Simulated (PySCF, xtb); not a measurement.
Ta(NH)(OH)2(NH2) (H5N2O2Ta), SMILES [NH]=[Ta]([OH])([NH2])[OH], multiplicity 1. One conformer was computed; it need not be the lowest.

Harmonic wavenumbers (cm⁻¹) from GFN2-xTB (xtb 6.7.1) at its own minimum, in rising order: 66, 124, 131, 152, 164, 269, 315, 319, 328, 358, 383, 465, 485, 491, 512, 529, 594, 900, 1526, 3389, 3442, 3459, 3660, 3666.

What does PBE-D3(BJ)/def2-SVP (PySCF) give at its own minimum? (An estimate is asked for; the answer gives what the named calculation found.)

166, 172, 183, 185, 214, 292, 314, 358, 423, 436, 475, 563, 567, 584, 662, 678, 685, 957, 1465, 3466, 3572, 3586, 3804, 3807. Paired by order, the mean absolute difference is 84 cm⁻¹ and the zero-point energies are 36.8 and 39.5 kcal/mol.
